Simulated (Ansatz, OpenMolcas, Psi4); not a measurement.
**TlF (SMILES [F][Tl]): methods side by side**

TlF: 2 atoms, total charge 0, spin state singlet. SMILES: `[F][Tl]`. The bond length is the measured one.

```xyz
2

F     0.0000    0.0000    0.0000
Tl    0.0000    0.0000    2.0844
```

Each level gives the vertical energy of the triplet above the singlet (eV). The values are calculated.

| level | kind | program | value (eV) | CPU time (all runs) |
| --- | --- | --- | --- | --- |
| HF/def2-TZVPPD (core potential) | Hartree–Fock | Ansatz | 3.79 | 3.8 s |
| TPSS/def2-TZVPPD (core potential) | meta-GGA | OpenMolcas | 4.53 | 86 s |
| BHLYP/def2-TZVPPD (core potential) | global hybrid | Ansatz | 4.52 | 5.9 s |
| HSE06/def2-TZVPPD (core potential) | range-separated hybrid | Ansatz | 4.49 | 7.3 s |
| wB97M-V/def2-TZVPPD (core potential) | range-separated hybrid | Psi4 | 4.56 | 93 s |
| B2PLYP/def2-TZVPPD (core potential, density fitting for correlation) | double hybrid | Psi4 | 4.75 | 26 s |
| MP2/def2-TZVPPD (core potential) | perturbation theory | Ansatz | 5.04 | 6.1 s |
| BCCD(T)/def2-TZVPPD (core potential) | coupled cluster or CI | Ansatz | 4.71 | 26 s |

Spin-orbit coupling, which can split open shells on such heavy atoms by tenths of an eV, is left out. The values span 3.79 to 5.04 eV. Times are those of the runs behind each value, whatever else they computed, on shared processors of several kinds: orders of magnitude only.
